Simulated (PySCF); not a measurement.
## Löwdin shares of the frontier orbitals

Compound: C4H10Si.
Structure used (GFN2-xTB), in Å, numbered top down from 1:
```xyz
15
C4H10Si angstrom
Si     2.1823   -0.2100    0.3555
C      0.6729    0.6090   -0.4666
C     -0.5374   -0.2918   -0.4745
C     -1.3979   -0.3963    0.7462
C     -1.9181    0.2929   -0.4807
H      3.3084    0.7260    0.3149
H      2.5310   -1.4316   -0.3732
H      1.8651   -0.5427    1.7453
H      0.9169    0.8877   -1.4951
H      0.4247    1.5353    0.0550
H     -0.3951   -1.2020   -1.0459
H     -1.8132   -1.3567    1.0123
H     -1.1413    0.2152    1.5984
H     -2.6889   -0.1955   -1.0582
H     -2.0141    1.3684   -0.4553
```

Method used: TDDFT PBE0/def2-SVPD, vertical, gas phase, core orbitals frozen in the response in PySCF.

Frontier orbitals with the atoms that hold most of them (Löwdin shares over 4%, at most four atoms; ? is withheld):

```tsv
orbital	ε (eV)	atoms
HOMO-3	-9.44	Si1 37%, H8 28%, H6 11%, H7 9%
HOMO-2	-9.41	Si1 32%, H7 23%, H6 16%, C2 11%
HOMO-1	-8.35	?
HOMO	?	?
LUMO	0.61	Si1 33%, C2 10%, H6 7%, H7 7%
LUMO+1	1.06	Si1 44%, H8 12%, H7 11%, H6 10%
LUMO+2	1.35	C5 19%, Si1 18%, H15 15%, H14 10%
```

Q: Give the leading atoms of the HOMO.

A: C3 (bonded to 3 C and H) 23%; C5 (bonded to 2 C and 2 H) 20%; C2 (bonded to C, Si and 2 H) 18%; Si1 (bonded to C and 3 H) 12%. By element: carbon 60% or more, silicon 12%.

Q: Give the leading atoms of the HOMO-1.

A: C4 (bonded to 2 C and 2 H) 36%; C5 (bonded to 2 C and 2 H) 23%; C3 (bonded to 3 C and H) 16%; C2 (bonded to C, Si and 2 H) 7%.

Q: What is the HOMO energy, and the HOMO–LUMO gap?

A: ε(HOMO) = -7.63 eV; the gap is 8.24 eV (0.3029 hartree).

Q: How does S1 compare with the orbital gap of 8.24 eV?

A: S1 is at 7.13 eV (f = 0.021), 1.12 eV below the gap, made of HOMO→LUMO (98%). Without the coupling terms of the response equations the lowest excitation would equal the gap.

Q: One configuration dominates each of S1, S2 and S4. Which, and how do the shares of the two leading atoms of either orbital change from the occupied to the empty one?

A: 
- S1 (7.13 eV, f 0.021), HOMO→LUMO (98%): C3 23% → at most 7%, C5 20% → at most 7%, Si1 12% → 33%, C2 18% → 10%
- S2 (7.75 eV, f 0.110), HOMO→LUMO+1 (82%): C3 23% → at most 11%, C5 20% → at most 11%, Si1 12% → 44%, H8 at most 12% → 12%
- S4 (7.87 eV, f 0.0015), HOMO-1→LUMO (79%): C4 36% → at most 7%, C5 23% → at most 7%, Si1 at most 8% → 33%, C2 7% → 10%

One conformer stands for the species.

Without π bonds the low states may be Rydberg-like; a valence basis with one diffuse set may place them up to an eV too high.
